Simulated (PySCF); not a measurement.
Species: C8H8FN.
Structure used (PBE0-D3(BJ)/def2-SVP), in Å, numbered top down from 1:
```xyz
18
C8H8FN angstrom
F      4.168    0.911   -0.876
C      3.404   -0.001   -0.203
C      1.950    0.254   -0.457
N      1.061   -0.499    0.037
C     -0.296   -0.224   -0.155
C     -0.826    1.074   -0.083
C     -2.190    1.286   -0.272
C     -3.040    0.213   -0.539
C     -2.519   -1.080   -0.598
C     -1.162   -1.301   -0.391
H      3.668   -1.021   -0.535
H      3.618    0.066    0.878
H      1.728    1.127   -1.104
H     -0.167    1.912    0.153
H     -2.592    2.299   -0.203
H     -4.108    0.384   -0.687
H     -3.181   -1.927   -0.796
H     -0.741   -2.308   -0.418
```

Linear response at B3LYP/def2-SVPD (PySCF, frozen core in the response, non-relativistic).

Static isotropic polarisability: 107.61 au (15.95 Å³), principal values 65.2, 102.4, 155.2 au.

**Question.** What is the polarisability at 1064 nm and at the sodium D line?

**Answer.** 109.34 au at 1064 nm (+1.6 %), 113.85 au at 589.3 nm (+5.8 %). The rise at 589.3 nm is 3.60 times that at 1064 nm; a pure ω² law gives 3.26. The lowest singlet lies at 293 nm, shorter than both wavelengths.

**Question.** What is the isotropic C6 coefficient between two such molecules, C6 = (3/π)∫α(iω)² dω?

**Answer.** 4147 au (Eh·bohr⁶) by a ten-point quadrature over imaginary frequencies, which is 2480 eV·Å⁶ or 239 J·nm⁶/mol.

**Question.** Which effective excitation energy ω̄ makes London's formula C6 = (3/4)α²ω̄ exact here?

**Answer.** ω̄ = 4·C6/(3α²) = 0.477 Eh = 13.0 eV. A one-pole form α(ω) = α/(1 − ω²/ω̄²) fitted to the 1064 nm value gives 9.3 eV.

**Question.** What molar refraction at the D line follows from R = (4π/3)·N_A·α′, with α′ the polarisability volume?

**Answer.** α′ = 16.87 Å³ gives R = 42.56 cm³/mol, for isolated, non-vibrating species.

**Question.** How anisotropic is the static polarisability, by Δα² = ½[(α1 − α2)² + (α2 − α3)² + (α3 − α1)²]?

**Answer.** Δα = 78.3 au, or 0.73 of the isotropic value.

**Question.** What three-body coefficient follows from the one-pole estimate C9 = (3/4)·α·C6?

**Answer.** 335000 au. This is an estimate from the two numbers above, not a computed integral.

**Question.** How many electrons N does the Slater–Kirkwood formula C6 = (3/4)·√N·α^(3/2) need to give this C6?

**Answer.** N = (4·C6/3)²/α³ = 24.5; the species has 72 electrons in all.

**Question.** What n − 1 at the D line would an ideal gas of it have at 273.15 K and 1 atm (2.6868 × 10¹⁹ cm⁻³), by n − 1 = 2π·N·α′?

**Answer.** 28.48 × 10⁻⁴, a formal value whether or not that pressure can be reached.

**Question.** The lowest 6 singlets have (eV, f): 4.23, 0.120; 4.79, 0.001; 5.34, 0.132; 5.52, 0.078; 5.98, 0.015; 6.34, 0.023. What share of the static polarisability do they carry in the sum over states α = Σ f/ω²?

**Answer.** 11.09 au, 10.3 % of α; the largest term, 4.99 au, is that of the state at 4.23 eV. Their oscillator strengths add up to 0.37. Higher states carry the rest.

One conformer stands for the species.
